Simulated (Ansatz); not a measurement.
Frontier orbitals of C3H10Sn, SMILES `[CH3][SnH]([CH3])[CH3]`.

Charge 0, multiplicity 1. Correlated methods include outer-core shells of Sn, which these sets cover unevenly. Sn takes the def2 core potential. Geometry: relaxed with PBE0-D4/def2-TZVP. Basis def2-TZVPP, Ansatz.

Orbital energies of one run (eV). Highest occupied ones, from the top: -9.15, -9.15, -9.57, -12.41, -12.52, -12.52, -12.75, -12.75, -12.93, -14.54, -20.46, -20.46, -21.13, -29.01. Empty: 1.54, 1.54, 1.56, 2.29, 2.99, 3.65.

**Question.** Which functional gave them?
A. PBE0
B. r2SCAN
C. CAM-B3LYP
D. r2SCANh

**Answer.** C. HOMO energies: CAM-B3LYP -9.15, r2SCANh -7.33, PBE0 -7.83, r2SCAN -6.89 eV.
